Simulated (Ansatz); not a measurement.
C4H2AlF at its PBE0-D4/def2-TZVP geometry, where that method's forces vanish. Total charge 0; spin multiplicity 1. The bonds changed during the relaxation, so this is another structure than the one it started from.

```csv
atom,x (Å),y (Å),z (Å)
F1,2.820,-0.895,0.883
Al2,1.214,-0.986,1.239
C3,-1.231,0.269,-0.211
C4,0.016,-0.077,0.109
C5,-0.104,0.799,-1.127
C6,-1.360,1.104,-1.386
H7,0.737,-1.810,2.485
H8,-2.090,1.597,-1.991
```

Question: For each bond, give half the difference of the two atoms' forces along it (eV/Å; positive pushes the atoms apart) under PBE-D4, r2SCAN-D4, B3LYP-D4, ωB97M-V in def2-TZVPP. (An estimate is asked.)

Answer: Computed: 
| bond | length (Å) | PBE-D4 | r2SCAN-D4 | B3LYP-D4 | ωB97M-V |
| --- | --- | --- | --- | --- | --- |
| F1–Al2 | 1.647 | 0.44 | 0.05 | 0.17 | 0.14 |
| Al2–C4 | 1.880 | -0.30 | -0.17 | -0.06 | -0.01 |
| Al2–H7 | 1.568 | -0.06 | -0.04 | -0.14 | -0.21 |
| C3–C4 | 1.333 | 0.50 | 0.32 | 0.00 | -0.14 |
| C3–C5 | 1.546 | 0.75 | 0.33 | 0.35 | 0.19 |
| C3–C6 | 1.447 | 0.39 | 0.16 | 0.26 | 0.26 |
| C4–C5 | 1.520 | 0.25 | 0.15 | 0.29 | 0.35 |
| C5–C6 | 1.318 | 0.62 | 0.33 | 0.02 | -0.19 |
| C6–H8 | 1.069 | -0.19 | -0.20 | -0.11 | -0.06 |

B3LYP here is the variant with VWN-RPA as its local correlation; programs differ in this.
